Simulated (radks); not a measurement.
Results of a calculation; reference values are marked as such.
Species: Te2+. Configuration: [Kr] 4d9 5s2 5p2 5d1 (not the ground configuration).

Level of theory: scalar-relativistic Kohn-Sham, PBE, spin-unpolarised, spherical densities, finite nucleus; Fermi nuclear charge, rms radius 4.7423 fm (a radial shooting solver on a logarithmic mesh with Libxc functionals).

Energy parts (hartree):
part                        energy
total                  -6791.25168
kinetic                 7115.35776
electron-nucleus      -16374.01772
Hartree                 2641.73324
exchange-correlation    -174.32496

Orbitals (lengths in bohr, moments of r in powers of bohr):
orbital,occ.,eigenvalue (hartree),<1/r>
1s,2,-1163.454,55.57
2s,2,-179.4305,12.72
2p,6,-161.2011,12.19
3s,2,-36.64358,4.546
3p,6,-30.71722,4.324
3d,10,-21.75869,4.089
4s,2,-7.15383,1.832
4p,6,-5.30437,1.678
4d,9,-2.59509,1.401
4f,0,-0.24294,0.4160
5s,2,-1.36744,0.6900
5p,2,-0.94973,0.5839
5d,1,-0.44683,0.3936
6s,0,-0.43010,0.2969

The highest occupied level is 5d at -12.159 eV. Summed over all electrons, <r^2> = 48.31 bohr^2, which gives a Langevin (diamagnetic) susceptibility term of -38.3 x 10^-6 cm^3/mol.
